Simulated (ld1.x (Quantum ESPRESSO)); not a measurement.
## An all-electron radial function and its pseudo partner (Mg)

Columns: radius, all-electron u(r) and pseudo u(r) of the 3s shell (level -4.94 eV) of magnesium in the configuration [Ne] 3s1.75 3p0.25; PBEsol, scalar-relativistic, ultrasoft scheme, ld1.x (Quantum ESPRESSO) 7.5.

| r (bohr) | all-electron | pseudo |
| --- | --- | --- |
| 0.205 | -0.0447 | 0.0620 |
| 0.410 | -0.2364 | 0.1244 |
| 0.615 | -0.2011 | 0.1874 |
| 0.820 | -0.0636 | 0.2506 |
| 1.025 | 0.0949 | 0.3134 |
| 1.230 | 0.2391 | 0.3745 |
| 1.435 | 0.3575 | 0.4322 |
| 1.640 | 0.4484 | 0.4844 |
| 1.845 | 0.5148 | 0.5290 |
| 2.050 | 0.5602 | 0.5640 |
| 2.255 | 0.5873 | 0.5876 |
| 2.460 | 0.5989 | 0.5989 |
| 2.665 | 0.5979 | 0.5979 |
| 2.870 | 0.5870 | 0.5870 |
| 3.075 | 0.5685 | 0.5685 |
| 3.280 | 0.5445 | 0.5445 |
| 3.485 | 0.5165 | 0.5165 |
| 3.690 | 0.4861 | 0.4861 |
| 3.895 | 0.4542 | 0.4542 |
| 4.100 | 0.4219 | 0.4219 |
| 4.305 | 0.3898 | 0.3898 |
| 4.510 | 0.3586 | 0.3586 |
| 4.715 | 0.3285 | 0.3285 |
| 4.920 | 0.2999 | 0.2999 |
| 5.125 | 0.2730 | 0.2730 |
| 5.330 | 0.2479 | 0.2479 |

How many radial nodes do the two functions have?

The all-electron 3s function has n − l − 1 = 2 (the table is too coarse to show those close to the nucleus); the pseudo-wave has 0, since the states of the same l below it are removed with the core.

At about which radius was the pseudo-wave matched?

2.45 bohr, where the columns begin to agree (steps of 0.20 bohr).

Where does each function peak?

Outermost all-electron maximum near 2.46 bohr, pseudo maximum near 2.46 bohr (to the table’s step).

Is the pseudo-wave norm-conserving?

No, it belongs to an ultrasoft set: the norm inside the radius is not constrained, and the difference is carried by the augmentation charge.
